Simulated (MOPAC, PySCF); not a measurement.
[Zn(H)2], neutral singlet in the gas phase. 

Cartesian coordinates (Å):
```xyz
3

Zn     0.0000     0.0000     0.0000
H     -1.5096    -0.0473    -0.3548
H      1.5096     0.0473     0.3548
```
Charge 0, multiplicity 1.

All levels are single points at this geometry (PBE-D3(BJ)/def2-SVP); Pople sets use spherical d functions. Orbital energies aren't observables, and empty levels follow the basis.

B3LYP/3-21G in PySCF gives gap (eV) = 6.79.

Question: Estimate the gap (eV) from each of these levels: PBE-D3(BJ)/def2-TZVP in PySCF; TPSSh-D3(BJ)/def2-TZVP in PySCF; B3LYP/6-311+G** (LANL2DZ on Zn) in PySCF; HF/6-31G* (LANL2DZ on Zn) in PySCF; PM6 in MOPAC.

Answer: 
| level | gap (eV) |
|---|---|
| PBE-D3(BJ)/def2-TZVP in PySCF | 5.45 |
| TPSSh-D3(BJ)/def2-TZVP in PySCF | 6.55 |
| B3LYP/6-311+G** (LANL2DZ on Zn) in PySCF | 6.66 |
| HF/6-31G* (LANL2DZ on Zn) in PySCF | 11.90 |
| PM6 in MOPAC | 7.21 |
